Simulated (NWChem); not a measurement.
System: SiH₃O₃Cl; SMILES O[Si](Cl)(O)O

```xyz
8

O     -0.0368     1.5450    -0.9759
Si     0.0000     0.0000    -0.4360
O      1.3564    -0.7407    -0.9759
O     -1.3196    -0.8043    -0.9759
Cl     0.0000     0.0000     1.6353
H     -0.7650     2.1003    -0.6831
H      2.2014    -0.3877    -0.6831
H     -1.4364    -1.7127    -0.6831
```
Atoms are numbered in this order, from 1.

Results from NWChem. Coordinates come from a PBE0/def2-SVP optimisation. Atomic charges in e: unrestrained fits to the electrostatic potential beside Mulliken populations; buried atoms are poorly determined by the fit.

**Question.** Estimate the computed values for B3LYP/def2-SVP. Quantities: ESP O1; Mulliken O1; ESP Si2; Mulliken Si2; ESP O3; Mulliken O3; ESP O4; Mulliken O4; ESP Cl5; Mulliken Cl5; relative RMS misfit of the potential (%).

**Answer.** 
```
Property                                  Result
----------------------------------------  ------
ESP O1                                     -0.63
Mulliken O1                                -0.37
ESP Si2                                     1.01
Mulliken Si2                                0.81
ESP O3                                     -0.63
Mulliken O3                                -0.37
ESP O4                                     -0.63
Mulliken O4                                -0.37
ESP Cl5                                    -0.31
Mulliken Cl5                               -0.30
relative RMS misfit of the potential (%)      21
```
